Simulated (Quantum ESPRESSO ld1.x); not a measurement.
Values are calculated unless marked as measured or tabulated.
One sound ld1.x (Quantum ESPRESSO 7.5) input for the chlorine ion Cl+ gives E = -459.607 hartree in 21 iterations:

```
 &input
    zed=17.0,
    iswitch=1,
    rel=2,
    dft='PZ',
    config='[Ne] 3s2 3p4',
    lsmall=.true.,
    prefix='ld1',
    max_out_wfc=37,
    file_charge='ld1.rho',
 /
```

Changed or added lines, one case at a time, and what came of them:

- atom='Cl': harmless. atom and zed name the same element, and the result equals that of the sound run.
- beta=0.005: not converged. So little new potential is mixed in that the limit of 200 iterations comes first; the energy is off by +5.35e-05 hartree.
- config='[Ne] 3s2 3p4 1s1': refused. The program stops in el_config with "occupation wrong": the bracketed core already holds 1s.
- xmin=-12.0: usable despite the warning. The mesh starts very near the nucleus, where rounding noise provokes warnings (final residual 3e-15); the energy differs from the default mesh by less than 1e-5 hartree, which is rather the error of the default start.
- relativistic=1: refused. The program stops in ld1_readin with "reading input namelist": the namelist holds a keyword that &input does not know.
- dft='R2SCAN': refused. The program stops in set_dft_from_name with "libxc needed for this functional": this build has no Libxc.
- tr2=1e-3: inaccurate. The cycle stops early, after 5 iterations, and the energy is off by +0.03208 hartree against the sound run.
